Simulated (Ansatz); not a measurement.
Species: cyclopenta-1,4-dien-1-ylsilane, C$_{5}$H$_{8}$Si (charge 0, singlet). 
Structure (B3LYP-D3(BJ)/def2-TZVP (Ansatz, a first-principles code) minimum search):
```
C
C 1 1.3512
H 2 1.0806 1 126.23
C 1 1.4766 2 107.65 3 -180.00
C 4 1.3423 1 110.02 2 0.00
H 5 1.0798 4 126.76 1 180.00
H 4 1.0813 5 125.81 6 0.00
C 5 1.4992 6 124.08 4 180.00
H 8 1.0969 5 112.24 6 -59.58
H 8 1.0969 9 105.91 2 122.07
Si 1 1.8579 2 125.78 3 0.00
H 11 1.4814 1 109.23 2 0.00
H 11 1.4839 12 109.20 1 121.38
H 11 1.4839 12 109.20 13 117.23
```
Charge 0, spin multiplicity 1.

Total electronic energies in hartree. Cores are frozen in the correlated levels unless marked. Spin-orbit coupling is left out. No relativistic terms. Basis-set limits of correlation are two-point, X^-3; Hartree-Fock from the larger set. The bracket is a focal-point correction in the basis named.

The Hartree-Fock reference is unstable (checked in the largest basis), which strains HF and MP2. 

| level | program | energy (Eh) |
|---|---|---|
| HF/aug-cc-pV(D+d)Z | Ansatz | -482.91858 |
| HF/aug-cc-pV(T+d)Z | Ansatz | -482.97486 |
| HF/aug-cc-pV(Q+d)Z | Ansatz | -482.98915 |
| B3LYP-D3(BJ)/def2-TZVPD | Ansatz + dftd3 | -484.92625 |
| PBE0/STO-3G | Ansatz | -478.76070 |
| PBE0-D4/def2-TZVPD | Ansatz + dftd4 | -484.52316 |
| r2SCAN0/def2-TZVPD | Ansatz | -484.70490 |
| RPA@PBE/cc-pV(T+d)Z | Ansatz | -484.46680 |
| RI-MP2/aug-cc-pV(Q+d)Z | Ansatz | -483.98274 |
| RI-MP2/CBS(cc-pV(T+d)Z,cc-pV(Q+d)Z) | Ansatz | -484.0184 |
| SCS-MP2/cc-pV(Q+d)Z | Ansatz | -483.98216 |
| CCSD(T)/cc-pV(T+d)Z | Ansatz | -483.99675 |
| CCSD(T) with core electrons (1s frozen past Ne)/cc-pwCVTZ | Ansatz | -484.51123 |
| RI-MP2/CBS(aug-cc-pV(T+d)Z,aug-cc-pV(Q+d)Z)+[CCSD(T)-MP2]/aug-cc-pV(T+d)Z | Ansatz | -484.1152 |
| CCSD(T)/CBS(cc-pV(T+d)Z,cc-pV(Q+d)Z) | Ansatz | -484.1013 |

Totals of different functionals don't rank their quality; only differences between species are comparable.
